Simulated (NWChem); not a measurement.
Species: CH₂NO cation; SMILES [NH2+]=C=O

```xyz
5

N      0.0000     0.0000     1.1208
C      0.0000     0.0000    -0.1480
O      0.0000     0.0000    -1.2752
H      0.0000     0.8859     1.6425
H      0.0000    -0.8859     1.6425
```
Atoms are numbered in this order, from 1.

All runs: NWChem. Pople sets run with spherical d functions. Structure relaxed at the PBE0/def2-SVP level. Level: PBE/6-31G* with COSMO at NWChem's default radii, gas-phase geometry; rows give the dielectric constant. Reactions with the solvent are ignored.

```tsv
dielectric constant	electrostatic solvation energy (kcal/mol)
2.4	-44.2
3.9	-56.5
25.0	-73.2
37.5	-74.2
78.4	-75.3
```
